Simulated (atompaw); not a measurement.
# W: PAW (atompaw) pseudisation with PBE, scalar-relativistic reference atom.

atompaw 4.2.0.5 input, output lines left out:

```
W 74
GGA-PBE scalarrelativistic loggrid 2001 logderivrange -2 5 176
6 6 5 4 0 0
6 0 1.5
6 1 0.5
5 2 4
0 0 0
c
c
c
c
c
v
c
c
c
c
v
c
c
v
c
3
3.00 2.40 2.70 2.30
y
2.85
n
y
1.65
n
y
2.05
n
y
-0.1
y
1.8
n
custom polynom2 7 10 vanderbiltortho besselshape
4 0 troulliermartins
2.90
2.90
3.00
3.00
2.65
2.65
3.00
3.00
```

All-electron outer shells of the reference configuration (PBE, scalar-relativistic, ld1.x):

```
shell  level (eV)  outermost node (bohr)  outermost maximum (bohr)
   5p      -44.03                   0.57                      1.09
   4f      -34.03                      –                      0.43
   6s       -6.26                   1.28                      2.64
   5d       -5.22                   0.63                      1.49
   6p       -1.77                   1.53                      3.70
```

What the tests gave:

* Cutoffs needed: 30 Ry and 60 Ry (the cutoffs (Ry, on a coarse ladder) from which the occupation-weighted sum of valence levels, in a spherical-Bessel basis at the reference potential, stays within 10 and 1 mRy of its value at 400 Ry)
* Ghost test: no extra level below or beside the all-electron valence levels (s, p, d, f tested) (spherical-Bessel basis up to 400 Ry, 20 bohr box)
* Lowest eigenvalue of the overlap operator: 0.77 (s channel)
* Overlap eigenvalues printed by atompaw (projector basis): 0.123, 0.736, 1.16, 2.17, 14.4, 182, 1.79e+03, 7.47e+03
* Share of each valence orbital outside the PAW sphere: 6s 49 %, 6p 83 %, 5d 14 %

Generation and tests took about 14 s on one core of a shared server CPU.
